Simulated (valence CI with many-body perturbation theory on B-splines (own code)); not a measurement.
## Sensitivity of CI+MBPT for Xe XLVIII

Calculated by valence CI with perturbative core correlation (CI+MBPT): five valence electrons over a frozen Dirac-Fock core [He], radial functions for each j: 6 s, 6 p, 5 d, 3 f, 1 g, with the one-electron correlation potential Σ1, the two-electron term Σ2, the three-electron term Σ3, Breit, model QED; selected CI, second order for the rest, scaled by the run's own slope (own B-spline code, finite nucleus).

The last digits are not significant, and no measured levels were compared; by estimate large intervals hold to a few tenths of a per cent, small ones and those within an open d or f shell to about a per cent. Among the levels kept, up to 1900 cm⁻¹ of a level comes from second order outside the variational space, and about a tenth of that is noise between levels of different J, which matters for small intervals.

The reference run has the lowest level (2s^2 2p1/2^2 2p3/2) J=3/2 and an ionisation energy of 8381.76 eV. Its largest variational space holds 10000 state functions.

Levels are named by their leading jj configuration (3d3/2^4 stands for four electrons in 3d with j = 3/2), which in mixed levels can hold well under half, so a name can repeat and another be missing. Letters in brackets count levels of one name in rising energy.

Changed runs:
A. selection threshold (hartree) 2e-08 → 1e-05
B. Breit term on → off
C. lowest core n in screening and Σ2 1 → 4
D. logarithmic knot step 0.27 → 0.8 (bad on purpose)

Excitation energies of the reference run in cm⁻¹, and shifts in cm⁻¹:

```tsv
Level	Reference	A	B	D
(2s^2 2p1/2 2p3/2^2) J=3/2	2599180	-4.1	+41306	0
(2s^2 2p1/2 2p3/2^2) J=5/2	2760720	-11	+71327	+2.4
(2s^2 2p1/2 2p3/2^2) J=1/2	3012580	-8.0	+34335	+6.2
(2s 2p1/2^2 2p3/2^2) J=5/2	4357550	-15	+14763	-19
(2s 2p1/2^2 2p3/2^2) J=1/2	4911430	-12	-14022	-12
(2s 2p1/2^2 2p3/2^2) J=3/2	4924060	-13	+5580	-12
(2s^2 2p3/2^3) J=3/2	5621290	-1.2	+87219	+6.8
(2s 2p1/2 2p3/2^3) J=3/2 [a]	7120250	-3.1	+40232	-17
(2s 2p1/2 2p3/2^3) J=5/2	7382160	-15	+69232	-13
(2s 2p1/2 2p3/2^3) J=1/2	7678400	-8.6	+39504	-11
(2s 2p1/2 2p3/2^3) J=3/2 [b]	7768750	-6.4	+56950	-9.3
(2p1/2^2 2p3/2^3) J=3/2	9712850	-6.3	+1805	-29
Ionisation energy (eV)	8381.76	+0.00076	+5.38	-0.0012
```

Run C: It gave no result: the setting left no core shell for the response of the core. The program said: "need at least one array to concatenate".
